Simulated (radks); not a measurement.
Values are calculated unless marked as measured or tabulated.
Charge is removed step by step from the 4p down level of Nd16+, starting from [Ar] 3d10 4s2 4p(up 3, down 3) 4d8. Code: a radial shooting solver on a logarithmic mesh with Libxc functionals. Model: scalar-relativistic Kohn-Sham, PBEsol, spin-polarised, spherical densities, finite nucleus; open shells are filled with parallel spins first (spin-orbit coupling, left out, can overturn this in heavy ions); Fermi nuclear charge, rms radius 4.9123 fm.

removed (e)  E - E(0) (eV)  eigenvalue (eV)  E minus straight line (eV)
0                    0.000          -553.89                       0.000
0.125               69.468          -558.18                      -1.881
0.25                139.47          -562.47                      -3.227
0.375               210.01          -566.77                      -4.035
0.5                 281.09          -571.07                      -4.306
0.625               352.71          -575.38                      -4.039
0.75                424.87          -579.70                      -3.232
0.875               497.56          -584.02                      -1.886
1                   570.80          -588.35                       0.000

Removing the whole electron costs 570.80 eV by Delta-SCF, against 553.89 eV from minus the eigenvalue at the starting occupation. Slater's transition state (half an electron removed) gives 571.07 eV. Integrating minus the eigenvalue over the occupation (Janak's theorem) gives 571.09 eV. In this scalar-relativistic scheme the density is built from large components alone, so the theorem holds only approximately. The mean slope of the eigenvalue, de/dn, is 34.5 eV per electron.
